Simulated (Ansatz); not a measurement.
Harmonic vibrations of C$_{2}$H$_{4}$SSi (`C#CS[SiH3]`) by finite differences.

```yaml
crystal:
  periodic: [false, false, false]
  atoms:
    - {symbol: C, position_ang: [2.057261, 1.117593, 0.061528]}
    - {symbol: C, position_ang: [1.392362, 0.167774, 0.387945]}
    - {symbol: S, position_ang: [0.498418, -1.173926, 0.865310]}
    - {symbol: Si, position_ang: [-1.325018, -0.606223, -0.132703]}
    - {symbol: H, position_ang: [2.646286, 1.955975, -0.225797]}
    - {symbol: H, position_ang: [-1.810822, 0.686152, 0.404281]}
    - {symbol: H, position_ang: [-1.088749, -0.503642, -1.591550]}
    - {symbol: H, position_ang: [-2.277738, -1.701005, 0.175286]}
basis:
  gaussian: {orbitals: def2-TZVP}
hamiltonian: {xc: pbe0, dispersion: d4}
phonons: {temperatures: {t_min: 298.15, t_max: 900, t_step: 200}}
```

```sh
$ ansatz run in.yaml --threads 2 --pin off --events-out ev --progress --plain --max-ram 4352MiB
```

Shortened log:

```
Functional definition: PBE0
mean field -20842.00797412 eV, -765.9296658287 hartree, gradient 6.1e-5 eV, S^2 0.000000; 0 other end points of the search recorded, 0 dependent functions left out
mean field -20842.00785071 eV, -765.9296612934 hartree, gradient 2.5e-6 eV, S^2 0.000000; 0 other end points of the search recorded, 0 dependent functions left out
mean field -20842.00779832 eV, -765.9296593680 hartree, gradient 2.6e-6 eV, S^2 0.000000; 0 other end points of the search recorded, 0 dependent functions left out
mean field -20842.00770229 eV, -765.9296558390 hartree, gradient 2.5e-6 eV, S^2 0.000000; 0 other end points of the search recorded, 0 dependent functions left out
mean field -20842.00766821 eV, -765.9296545866 hartree, gradient 2.5e-6 eV, S^2 0.000000; 0 other end points of the search recorded, 0 dependent functions left out
mean field -20842.00792892 eV, -765.9296641673 hartree, gradient 2.5e-6 eV, S^2 0.000000; 0 other end points of the search recorded, 0 dependent functions left out
mean field -20842.00792932 eV, -765.9296641821 hartree, gradient 2.5e-6 eV, S^2 0.000000; 0 other end points of the search recorded, 0 dependent functions left out
mean field -20842.00785385 eV, -765.9296614088 hartree, gradient 2.5e-6 eV, S^2 0.000000; 0 other end points of the search recorded, 0 dependent functions left out
mean field -20842.00782358 eV, -765.9296602963 hartree, gradient 2.6e-6 eV, S^2 0.000000; 0 other end points of the search recorded, 0 dependent functions left out
mean field -20842.00771459 eV, -765.9296562910 hartree, gradient 2.5e-6 eV, S^2 0.000000; 0 other end points of the search recorded, 0 dependent functions left out
mean field -20842.00771929 eV, -765.9296564635 hartree, gradient 2.6e-6 eV, S^2 0.000000; 0 other end points of the search recorded, 0 dependent functions left out
mean field -20842.00793643 eV, -765.9296644435 hartree, gradient 2.6e-6 eV, S^2 0.000000; 0 other end points of the search recorded, 0 dependent functions left out
mean field -20842.00792360 eV, -765.9296639720 hartree, gradient 2.6e-6 eV, S^2 0.000000; 0 other end points of the search recorded, 0 dependent functions left out
mean field -20842.00792740 eV, -765.9296641115 hartree, gradient 2.6e-6 eV, S^2 0.000000; 0 other end points of the search recorded, 0 dependent functions left out
mean field -20842.00789992 eV, -765.9296631018 hartree, gradient 2.5e-6 eV, S^2 0.000000; 0 other end points of the search recorded, 0 dependent functions left out
mean field -20842.00789353 eV, -765.9296628667 hartree, gradient 2.6e-6 eV, S^2 0.000000; 0 other end points of the search recorded, 0 dependent functions left out
mean field -20842.00791770 eV, -765.9296637549 hartree, gradient 2.6e-6 eV, S^2 0.000000; 0 other end points of the search recorded, 0 dependent functions left out
mean field -20842.00796107 eV, -765.9296653489 hartree, gradient 2.5e-6 eV, S^2 0.000000; 0 other end points of the search recorded, 0 dependent functions left out
mean field -20842.00793715 eV, -765.9296644698 hartree, gradient 2.5e-6 eV, S^2 0.000000; 0 other end points of the search recorded, 0 dependent functions left out
mean field -20842.00786353 eV, -765.9296617645 hartree, gradient 2.5e-6 eV, S^2 0.000000; 0 other end points of the search recorded, 0 dependent functions left out
mean field -20842.00793194 eV, -765.9296642784 hartree, gradient 2.5e-6 eV, S^2 0.000000; 0 other end points of the search recorded, 0 dependent functions left out
mean field -20842.00787039 eV, -765.9296620165 hartree, gradient 2.5e-6 eV, S^2 0.000000; 0 other end points of the search recorded, 0 dependent functions left out
mean field -20842.00788775 eV, -765.9296626545 hartree, gradient 2.5e-6 eV, S^2 0.000000; 0 other end points of the search recorded, 0 dependent functions left out
mean field -20842.00787671 eV, -765.9296622487 hartree, gradient 2.5e-6 eV, S^2 0.000000; 0 other end points of the search recorded, 0 dependent functions left out
mean field -20842.00789103 eV, -765.9296627751 hartree, gradient 2.5e-6 eV, S^2 0.000000; 0 other end points of the search recorded, 0 dependent functions left out
mean field -20842.00793815 eV, -765.9296645067 hartree, gradient 2.5e-6 eV, S^2 0.000000; 0 other end points of the search recorded, 0 dependent functions left out
mean field -20842.00792689 eV, -765.9296640928 hartree, gradient 2.5e-6 eV, S^2 0.000000; 0 other end points of the search recorded, 0 dependent functions left out
mean field -20842.00790095 eV, -765.9296631396 hartree, gradient 2.6e-6 eV, S^2 0.000000; 0 other end points of the search recorded, 0 dependent functions left out
mean field -20842.00788801 eV, -765.9296626640 hartree, gradient 2.5e-6 eV, S^2 0.000000; 0 other end points of the search recorded, 0 dependent functions left out
mean field -20842.00795987 eV, -765.9296653049 hartree, gradient 2.5e-6 eV, S^2 0.000000; 0 other end points of the search recorded, 0 dependent functions left out
mean field -20842.00796314 eV, -765.9296654251 hartree, gradient 2.6e-6 eV, S^2 0.000000; 0 other end points of the search recorded, 0 dependent functions left out
mean field -20842.00795217 eV, -765.9296650220 hartree, gradient 2.5e-6 eV, S^2 0.000000; 0 other end points of the search recorded, 0 dependent functions left out
mean field -20842.00797392 eV, -765.9296658213 hartree, gradient 2.2e-6 eV, S^2 0.000000; 0 other end points of the search recorded, 0 dependent functions left out
mean field -20842.00793082 eV, -765.9296642374 hartree, gradient 2.6e-6 eV, S^2 0.000000; 0 other end points of the search recorded, 0 dependent functions left out
mean field -20842.00792806 eV, -765.9296641359 hartree, gradient 2.6e-6 eV, S^2 0.000000; 0 other end points of the search recorded, 0 dependent functions left out
mean field -20842.00795842 eV, -765.9296652515 hartree, gradient 2.5e-6 eV, S^2 0.000000; 0 other end points of the search recorded, 0 dependent functions left out
mean field -20842.00796331 eV, -765.9296654312 hartree, gradient 2.6e-6 eV, S^2 0.000000; 0 other end points of the search recorded, 0 dependent functions left out
mean field -20842.00795681 eV, -765.9296651923 hartree, gradient 2.6e-6 eV, S^2 0.000000; 0 other end points of the search recorded, 0 dependent functions left out
mean field -20842.00797675 eV, -765.9296659252 hartree, gradient 1.7e-6 eV, S^2 0.000000; 0 other end points of the search recorded, 0 dependent functions left out
mean field -20842.00796695 eV, -765.9296655649 hartree, gradient 1.6e-6 eV, S^2 0.000000; 0 other end points of the search recorded, 0 dependent functions left out
mean field -20842.00796834 eV, -765.9296656159 hartree, gradient 1.6e-6 eV, S^2 0.000000; 0 other end points of the search recorded, 0 dependent functions left out
mean field -20842.00791323 eV, -765.9296635910 hartree, gradient 2.5e-6 eV, S^2 0.000000; 0 other end points of the search recorded, 0 dependent functions left out
mean field -20842.00792463 eV, -765.9296640096 hartree, gradient 2.5e-6 eV, S^2 0.000000; 0 other end points of the search recorded, 0 dependent functions left out
mean field -20842.00794169 eV, -765.9296646369 hartree, gradient 2.5e-6 eV, S^2 0.000000; 0 other end points of the search recorded, 0 dependent functions left out
mean field -20842.00795299 eV, -765.9296650520 hartree, gradient 2.5e-6 eV, S^2 0.000000; 0 other end points of the search recorded, 0 dependent functions left out
mean field -20842.00793938 eV, -765.9296645520 hartree, gradient 2.5e-6 eV, S^2 0.000000; 0 other end points of the search recorded, 0 dependent functions left out
mean field -20842.00794160 eV, -765.9296646335 hartree, gradient 2.5e-6 eV, S^2 0.000000; 0 other end points of the search recorded, 0 dependent functions left out
mean field -20842.00796458 eV, -765.9296654781 hartree, gradient 1.9e-6 eV, S^2 0.000000; 0 other end points of the search recorded, 0 dependent functions left out
mean field -20842.00796706 eV, -765.9296655692 hartree, gradient 1.3e-6 eV, S^2 0.000000; 0 other end points of the search recorded, 0 dependent functions left out
Total energy: -20842.16771195 eV, -765.9355360854 hartree
Atom 0 at     2.057261     1.117593     0.061528 Å, force    -0.001933    -0.001768     0.000453 eV/Å
Atom 1 at     1.392362     0.167774     0.387945 Å, force    -0.000162    -0.001918     0.001044 eV/Å
Atom 2 at     0.498418    -1.173926     0.865310 Å, force     0.004123     0.002489    -0.000027 eV/Å
Atom 3 at    -1.325018    -0.606223    -0.132703 Å, force    -0.000472     0.000608    -0.000609 eV/Å
Atom 4 at     2.646286     1.955975    -0.225797 Å, force    -0.000160     0.000002    -0.000055 eV/Å
Atom 5 at    -1.810822     0.686152     0.404281 Å, force    -0.000450     0.000252    -0.000623 eV/Å
Atom 6 at    -1.088749    -0.503642    -1.591550 Å, force    -0.000667     0.000445    -0.000220 eV/Å
Atom 7 at    -2.277738    -1.701005     0.175286 Å, force    -0.000277    -0.000111     0.000037 eV/Å
Dipole moment:    -0.182939     0.097473    -0.124311 e Å
Vibrations: 107.80 139.48 369.17 380.31 494.53 592.52 611.76 639.72 695.19 735.25 905.78 925.32 948.53 2166.52 2238.25 2255.54 2257.25 3481.97 cm⁻¹, zero-point energy 1.236425 eV
```

Run time 2.4 min (2 threads of an Arm Neoverse V1 on a shared host); peak host memory 0.34 GiB.
